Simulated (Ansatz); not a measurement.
`[AlH2][NH][SiH2][GeH3]` + H–F → `F[SiH2][GeH3]` + `[NH2][AlH2]` at 500 K and 1 bar (ligand exchange at the Si–N bond).

Gas-phase electronic energies from Ansatz, PBE0-D4/def2-TZVP geometries. CCSD(T)/CBS is the MP2 limit (def2-TZVPP, def2-QZVPP) plus CCSD(T) − MP2 in def2-TZVPP, frozen cores. This one scheme is used for every species. For Ge outer-core shells are correlated without core-valence functions, which leaves a few kJ/mol of doubt a bond. Scalar relativity is left out up to krypton. One conformer a species, not always the lowest.

```
                 species  CCSD(T)/CBS energy (Eh)  H − E (kJ/mol)  S (J/(mol·K))
`[AlH2][NH][SiH2][GeH3]`              -2666.76326           242.4          472.0
                     H–F               -100.39570            39.4          188.7
         `F[SiH2][GeH3]`              -2468.03899           151.9          378.3
           `[NH2][AlH2]`               -299.14566           129.9          289.4
```

H − E and S are ideal-gas, rigid-rotor, harmonic terms from PBE0-D4/def2-TZVP, for one conformer and one mirror image of each species. 1 Eh = 2625.50 kJ/mol, R = 8.31446 J/(mol·K).

**Question.** By hand: ΔE, ΔH, ΔS and ΔG.

**Answer.** ΔE = (-2468.03899) + (-299.14566) − (-2666.76326) − (-100.39570) = -0.02569 Eh = -67.4 kJ/mol. Δ(H − E) = 151.9 + 129.9 − 242.4 − 39.4 = 0.0, so ΔH = -67.4 kJ/mol. ΔS = 378.3 + 289.4 − 472.0 − 188.7 = 7.0 J/(mol·K). ΔG = -67.4 − 500 × (7.0)/1000 = -70.9 kJ/mol.

**Question.** By hand: the equilibrium constant, and the temperature at which ΔG would vanish if ΔH and ΔS stayed fixed.

**Answer.** log₁₀ K = −ΔG/(RT ln 10) = 7.4. ΔH and −TΔS have one sign here, so there is no such temperature.

The number of gas molecules stays the same, so ΔS is small and ΔH decides. A doubt of 5 kJ/mol in ΔE shifts log₁₀ K by 0.5 here. Other conformers and mirror images would add mixing entropy, several J/(mol·K) or more a flexible species. Modes under 60 cm⁻¹, often nearly free rotors, make the harmonic entropy too high. These are equilibria of isolated gas molecules and say nothing of rates. Largest T1 diagnostic: 0.012 (customary marks: 0.02 for closed shells, 0.045 for open ones).

ΔS is within the doubt of such terms, so its sign, and with it that verdict, could turn.
